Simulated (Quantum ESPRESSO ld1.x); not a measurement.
Q: The aim is the silicon ion Si3+ in [Ne] 3s1. What will ld1.x (Quantum ESPRESSO 7.5) do with this input?

```
 &input
    zed=14.0,
    iswitch=1,
    rel=1,
    dft='PZ',
    config='[Ne] 3s1',
    verbosity='high',
    tr2=1e-2,
    prefix='ld1',
    max_out_wfc=37,
    file_charge='ld1.rho',
 /
```

A: Inaccurate. The cycle stops early, after 5 iterations, and the energy is off by -0.007171 hartree against the sound run.

Output (excerpt):

```
     Program LD1 v.7.5 starts

     --------------------------- All-electron run ----------------------------

     scalar relativistic calculation

     atomic number is 14.00
     dft =PZ   lsd =0 sic =0 latt =0  beta=0.20 tr2=1.0E-02
     Exchange-correlation= PZ
                           (   1   1   0   0   0   0   0)
     mesh =1907 r(mesh) = 100.37796 a.u. xmin = -8.00 dx = 0.00800
     1 Ry =  13.60569312 eV, c = 137.03599908

     n l     nl                  e(Ry)          e(Ha)          e(eV)
     1 0     1S 1( 2.00)    -133.493697431     -66.746848716  -1816.2742811
     2 0     2S 1( 2.00)     -12.882192661      -6.441096331   -175.2711601
     2 1     2P 1( 6.00)      -9.715439169      -4.857719585   -132.1852839
     3 0     3S 1( 1.00)      -2.927749249      -1.463874625    -39.8340578

     final scf error:  9.8E-05 reached in   5 iterations

     Etot =    -573.384602 Ry,    -286.692301 Ha,   -7801.294937 eV

     Ekin =     574.220500 Ry,     287.110250 Ha,    7812.667912 eV
     Encl =   -1341.626142 Ry,    -670.813071 Ha,  -18253.753574 eV
     Eh   =     231.475903 Ry,     115.737952 Ha,    3149.390102 eV
     Exc  =     -37.454863 Ry,     -18.727432 Ha,    -509.599377 eV
```

Run on one thread of a shared host, so times are rough (Intel(R) Xeon(R) Processor @ 2.60GHz): 0.32 s of CPU time, 0.91 s wall, 5 iterations on 1907 mesh points.
